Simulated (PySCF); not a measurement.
## Radial density of Sn (tin, neutral)

UHF, [Kr] 4d10 5s2 5p2, high-spin 3P determinant. All numbers are calculated (PySCF 2.14, the spin-free X2C one-electron Hamiltonian (Gaussian nucleus), in x2c-QZVPPall with one added diffuse shell each of s, p, d, f type (14s10p8d5f1g, 128 functions)).

```json
{"r (bohr)": "0.0304", "4πr²ρ (e/bohr)": "58.72", "4πr²(ρα − ρβ)": "0.0087"}
{"r (bohr)": "0.0511", "4πr²ρ (e/bohr)": "59.93", "4πr²(ρα − ρβ)": "0.0200"}
{"r (bohr)": "0.0859", "4πr²ρ (e/bohr)": "82.33", "4πr²(ρα − ρβ)": "0.0107"}
{"r (bohr)": "0.145", "4πr²ρ (e/bohr)": "61.20", "4πr²(ρα − ρβ)": "-0.0112"}
{"r (bohr)": "0.243", "4πr²ρ (e/bohr)": "66.86", "4πr²(ρα − ρβ)": "0.0312"}
{"r (bohr)": "0.409", "4πr²ρ (e/bohr)": "36.93", "4πr²(ρα − ρβ)": "0.0002"}
{"r (bohr)": "0.688", "4πr²ρ (e/bohr)": "22.45", "4πr²(ρα − ρβ)": "0.0734"}
{"r (bohr)": "1.16", "4πr²ρ (e/bohr)": "13.97", "4πr²(ρα − ρβ)": "-0.0344"}
{"r (bohr)": "1.95", "4πr²ρ (e/bohr)": "3.091", "4πr²(ρα − ρβ)": "0.5595"}
{"r (bohr)": "3.27", "4πr²ρ (e/bohr)": "1.105", "4πr²(ρα − ρβ)": "0.6421"}
{"r (bohr)": "5.51", "4πr²ρ (e/bohr)": "0.1340", "4πr²(ρα − ρβ)": "0.1119"}
{"r (bohr)": "9.26", "4πr²ρ (e/bohr)": "0.002014", "4πr²(ρα − ρβ)": "0.0020"}
```

Densities and radii are taken from the X2C orbitals without a picture-change correction, which distorts them close to the nucleus.

Q: Where is the radial spin density 4πr²(ρα − ρβ) most negative, and why is it negative at all?

A: Around r = 1.16 bohr, down to -0.0344 e/bohr: exchange with the open shell polarises the paired shells in an unrestricted calculation.
